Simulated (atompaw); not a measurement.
Before and after: PAW (atompaw) potential for Hg

| Quantity | Value |
| --- | --- |
| Element | mercury (Hg) |
| Generator | atompaw 4.2.0.5 |
| Type | PAW |
| Functional | PBE |
| Relativity | scalar-relativistic |
| Frozen core | [Xe] 4f14 |
| Valence charge | 12 |
| Reference configuration | 5d10 6s1 6p1 |
| Partial waves | 6s (bound): rc 2.20 bohr; 6s channel at 0.05 Ry: rc 2.20 bohr; 6p (bound): rc 3.00 bohr; 6p channel at 1.4 Ry: rc 3.00 bohr; 5d (bound): rc 3.00 bohr; 5d channel at 1.8 Ry: rc 1.95 bohr |
| Local potential | ultrasoft scheme with l = 3 at 0 Ry, radius 2.45 bohr |
| Core correction | smooth core density matched at 2.65 bohr |
| Augmentation charge | sinc compensation charge, radius 2.20 bohr; PAW radius 3.00 bohr; waves and projectors: custom rrkj vanderbiltortho |

Change: all radii scaled by about 0.87 (s 1.92, p 2.60, d 2.60 bohr); local potential ultrasoft scheme with l = 3 at 0 Ry, radius 2.12 bohr; augmentation sinc compensation charge, radius 1.92 bohr; PAW radius 2.60 bohr; waves and projectors: custom rrkj vanderbiltortho; core correction smooth core density matched at 2.30 bohr.

Cutoffs: the cutoffs (Ry, on a coarse ladder) from which the occupation-weighted sum of valence levels, in a spherical-Bessel basis at the reference potential, stays within 10 and 1 mRy of its value at 400 Ry; they do not see the model core or the augmentation charge, which bear on the density cutoff.

What does the change do?

The potential gets harder (12 Ry and 18 Ry → 18 Ry and 30 Ry); a bound ghost appears in s, which as a rule spoils a file. A smaller radius makes the pseudo-wave follow the all-electron one further in, where it bends more sharply, so more plane waves are needed.

```tsv
quantity	base	changed
cutoff, loose	12 Ry	18 Ry
cutoff, tight	18 Ry	30 Ry
loose cutoff by channel (10 mRy a level)	s 6 Ry, p 6 Ry, d 8 Ry	s 10 Ry, p 6 Ry, d 12 Ry
bound ghosts	none	s
lowest overlap eigenvalue by channel	s 0.41, p 0.50, d 0.36	s 0.58, p 0.49, d 0.63
```

 A true bound ghost makes a file unfit for plane-wave use even where its test errors are small: the radial tests pick states by their node count and pass the ghost by. The cutoffs see the waves, projectors and local potential, not the compensation charge or the core.
